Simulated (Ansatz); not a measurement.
One change: `C[CH]1[CH2][GeH2]1` becomes `Cl[CH]1[CH2][GeH2]1`.

Ansatz, PBE0-D4/def2-TZVP geometries, multiplicity 1. 

Scalar relativity is left out up to krypton.

```
                               property  `C[CH]1[CH2][GeH2]1`
   HOMO–LUMO gap (PBE0/def2-TZVPP) / eV                  6.79
  HOMO–LUMO gap (B3LYP/def2-TZVPP) / eV                  6.36
  LUMO energy (ωB97M-V/def2-TZVPP) / eV                  2.28
  HOMO energy (ωB97M-V/def2-TZVPP) / eV                 -8.35
    HOMO energy (B3LYP/def2-TZVPP) / eV                 -6.06
HOMO–LUMO gap (ωB97M-V/def2-TZVPP) / eV                 10.63
```

Question: What does the change do to each property? (Estimate.)

Answer: Ansatz gave: 
| property | `Cl[CH]1[CH2][GeH2]1` | shift |
| --- | --- | --- |
| HOMO–LUMO gap (PBE0/def2-TZVPP) / eV | 6.58 | -0.21 |
| HOMO–LUMO gap (B3LYP/def2-TZVPP) / eV | 6.14 | -0.22 |
| LUMO energy (ωB97M-V/def2-TZVPP) / eV | 1.77 | -0.51 |
| HOMO energy (ωB97M-V/def2-TZVPP) / eV | -8.74 | -0.39 |
| HOMO energy (B3LYP/def2-TZVPP) / eV | -6.44 | -0.38 |
| HOMO–LUMO gap (ωB97M-V/def2-TZVPP) / eV | 10.51 | -0.12 |

With PBE0 the HOMO falls by 0.40 eV and the LUMO falls by 0.61 eV, so the gap narrows by about 0.21 eV. PBE moves the HOMO by -0.33 eV and ωB97M-V by -0.39 eV.

B3LYP here is the variant with VWN-RPA as its local correlation; programs differ in this.
